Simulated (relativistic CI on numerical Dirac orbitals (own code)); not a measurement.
# One change at a time: I¹¹⁺

Base calculation: Dirac-Coulomb-Breit CI, orbitals from a KLI potential per configuration, model QED (radiative potential, 1s self-energy scaled to tabulated hydrogen-like ionisation energies), unscaled Slater integrals.

Configuration list (outside the closed core [Ar] 3d10): 4s2.4p6.4d6, 4s2.4p5.4d7, 4s2.4p6.4d5.4f, 4s2.4p6.4d5.5s, 4s.4p6.4d7, 4s2.4p6.4d5.5p, 4s2.4p5.4d6.4f, 4s2.4p6.4d4.4f.5s, 4s2.4p6.4d5.5d, 4s2.4p6.4d4.5s.5p, 4s.4p6.4d6.4f, 4s2.4p6.4d5.6s, 4s2.4p6.4d5.5f, 4s2.4p5.4d6.5s, 4s2.4p6.4d5.6p, 4s2.4p6.4d5.7s, 4s2.4p6.4d5.6f, 4s2.4p6.4d5.7p, 4s2.4p6.4d5.7f, 4s.4p6.4d6.5s, 4p6.4d7.5p, 4s2.4p6.4d4.5s2, 4s2.4p6.4d3.4f.5s2, 4s2.4p6.4d3.5s2.5p, 4s2.4p5.4d4.4f.5s2, 4p6.4d8, 4p5.4d9, 4p5.4d8.4f. Double excitations out of closed p, d and f shells are left out; levels of such configurations are missing from the list, as are those of other unlisted configurations, and high levels can miss mixing partners. These lack a partner that the ground configuration has and come out too high: 4s2.4p5.4d6.5s.

Variants: (1) valence Slater integrals scaled by 0.9; (2) QED terms removed; (3) only the first configuration. Shifts of the energy above 4s2.4p6.4d6 5D_4, in cm⁻¹, for the lowest level and the first level of each name with at least 55 % of one term (blank where a level changes its place among those of its configuration and J or its character, or is not in the variant):

```
              Level    Base   Δ(1)  Δ(2)   Δ(3)
   4s2.4p6.4d6 5D_4       0      0     0      0
   4s2.4p6.4d6 5D_3    8390   +184   -30    -48
   4s2.4p6.4d6 5D_2   10387   -402   -20   -211
   4s2.4p6.4d6 5D_1   13961    -80   -39   -288
   4s2.4p6.4d6 5D_0   15088   -173   -41   -444
   4s2.4p6.4d6 3H_6   34728  -2778   -18  +2075
   4s2.4p6.4d6 3H_5   35666  -2934   -16  +1613
   4s2.4p6.4d6 3P_2   38328  -2945   -18   -376
   4s2.4p6.4d6 3F_3   43705  -3461   -24   +191
   4s2.4p6.4d6 3F_2   45448  -3638   -21   +544
   4s2.4p6.4d6 3G_5   51974  -3187   -57  +1235
   4s2.4p6.4d6 3G_4   55312  -3889   -49   +243
   4s2.4p6.4d6 3G_3   58448  -3591   -64   +638
   4s2.4p6.4d6 1I_6   59491  -3968   -56  +2458
   4s2.4p6.4d6 3D_2   60086  -4826   -33   -783
   4s2.4p6.4d6 3D_3   62154  -4789   -40   -333
   4s2.4p6.4d6 1G_4   72296  -4646   -77   -332
   4s2.4p6.4d6 1D_2   77587  -5500   -56  +1246
   4s2.4p6.4d6 1F_3   78000  -7019   -19   +362
   4s2.4p6.4d6 3F_4   98245  -8379   -46  -2211
   4s2.4p6.4d6 1S_0  189720          -52       
4s2.4p6.4d5.5s 7S_3  608297   -338  -679
```

At this charge energies of transitions that change n are usually good to better than 1 %, and those within a shell (Δn = 0) to a few per cent. Terms inside the open d or f shell come out 10 to 20 % too wide with unscaled integrals. Levels and lines within the n = 5 or 6 shells can be off by up to 10 % or somewhat more, and those that change n by about 2 %, since core polarisation is missing.

Ionisation energy from the two ground configurations alone: base 246.688 eV; valence Slater integrals scaled by 0.9 247.105 eV. The NIST ASD value (theoretical) is 247 eV.

LS names give the leading component of a level, which can be under half, so a name can repeat, a term be missing and a line seem to break the LS rules.
